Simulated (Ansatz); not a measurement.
System: 1,3-thiazol-2-ylsilane, C$_{3}$H$_{5}$NSSi, net charge 0, singlet state. 
Coordinates optimised at B3LYP-D3(BJ)/def2-TZVP (Ansatz, a first-principles code):
```xyz
11

Si     2.2045     0.2241     0.0526
C      0.3326     0.2107     0.0713
N     -0.3969     1.2311     0.4463
C     -1.7327     0.9607     0.3661
C     -2.0526    -0.2900    -0.0782
S     -0.6224    -1.1685    -0.4110
H      2.7185     0.4670     1.4174
H      2.6899     1.2827    -0.8583
H      2.6598    -1.1001    -0.4278
H     -2.4477     1.7200     0.6473
H     -3.0307    -0.7183    -0.2194
```
Charge 0, spin multiplicity 1.

Parts of the frozen-core correlation energy in cc-pV(T+d)Z (Ansatz, hartree). Frozen orbitals: 14; correlated occupied orbitals by spin: 16 and 16; virtual: 238 and 238. No spin-orbit coupling. No relativistic terms. The restricted reference is unstable.

| term | value |
|---|---|
| reference (HF) | -857.49903 |
| MP2 opposite-spin | -0.73386 |
| MP2 same-spin | -0.24068 |
| CCSD correlation | -1.00630 |
| (T) | -0.05532 |
| T1 diagnostic | 0.015 |
| largest doubles amplitude | 0.061 |
